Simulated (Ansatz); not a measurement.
Isolated molecules relaxed with PBE0-D4/def2-TZVP in Ansatz; ΔE leaves out vibrations. CBS: MP2 limit from def2 TZ/QZ plus the TZ coupled-cluster correction, frozen cores. This one scheme is used for every species. DFT in def2-TZVPP. For Br, Ga outer-core shells are correlated without core-valence functions, which leaves a few kJ/mol of doubt a bond. Scalar relativity is left out up to krypton. Each species was taken in one conformer, which may not be the lowest.

`[NH2][Ga]([Br])[Br]` + HCl → `[Cl][Ga]([Br])[Br]` + NH₃  (ligand exchange at a Ga–N bond)

CCSD(T)/CBS gives -0.64 eV.

Question: Another level gave -0.71 eV. Which?
A. PBE/def2-TZVPP
B. LDA (SPW92)/def2-TZVPP
C. B97M-V/def2-TZVPP
D. CAM-B3LYP/def2-TZVPP

Answer: A. PBE -0.71, CAM-B3LYP -0.66, B97M-V -0.78, LDA (SPW92) -0.60 eV.

Largest T1 diagnostic among the species: 0.010.

In def2-TZVPP, CCSD(T) changes the Hartree–Fock value by +0.14 eV (the triples alone add +0.00 eV) and MP2 by +0.13 eV. Leaving LDA and LC-ωPBE aside and taking each functional with its dispersion term where it has one, the values, not all of them listed here, spread over 0.12 eV, from B97M-V to CAM-B3LYP-D4. LDA lies +0.11 eV from PBE without D4.
